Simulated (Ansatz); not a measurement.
Species: CH2S (charge 0, singlet). 
Coordinates optimised at B3LYP-D3(BJ)/def2-TZVP (Ansatz, a quantum-chemistry and plane-wave program):
SMILES: C=S
```xyz
4

C     -0.9907     0.1914    -0.1620
S      0.5657    -0.1093     0.0925
H     -1.3280     1.0050    -0.8021
H     -1.7796    -0.4045     0.2939
```

Basis-set convergence of Hartree-Fock and CCSD(T) correlation energies (hartree) with Ansatz. Valence correlation only, unless marked. Spin-orbit coupling is left out. Non-relativistic.

The Hartree-Fock reference is unstable (checked in the largest basis), which strains HF and MP2. 

```tsv
basis	functions	E(HF)	E(corr, CCSD(T))
aug-cc-pV(D+d)Z	73	-436.53828	-0.32089
aug-cc-pV(T+d)Z	147	-436.55990	-0.38453
aug-cc-pV(Q+d)Z	261	-436.56537	-0.40329
```

Extrapolating the two largest sets (X = 3 and 4) as X^-3: E(corr) = (64·(-0.40329) - 27·(-0.38453))/37 = -0.4170 Eh, an estimate of the basis-set limit. The largest set recovers 96.7 % of it, the smallest 77.0 %.
